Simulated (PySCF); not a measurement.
A structure optimised at PBE-D3(BJ)/def2-SVP, used in a PySCF frequency run:

```
N
C 1 1.2853
H 2 1.1216 1 121.97
C 2 1.4320 3 115.33 1 179.83
C 4 1.2254 3 148.74 2 -179.98
H 5 1.0813 3 161.16 2 179.97
C 1 1.4467 2 117.57 3 -0.58
H 7 1.1136 1 107.17 2 119.65
H 7 1.1208 8 107.02 1 121.00
C 7 1.5309 8 108.72 9 119.23
H 10 1.1078 7 110.51 8 62.91
H 10 1.1082 11 108.68 7 121.60
H 10 1.1086 11 107.83 12 117.13
```

Write its SMILES and formula.

C#C/C=N/CC, C5H7N

What are its rotational constants (standard atomic weights)?

17.789, 1.4483, 1.4067 GHz
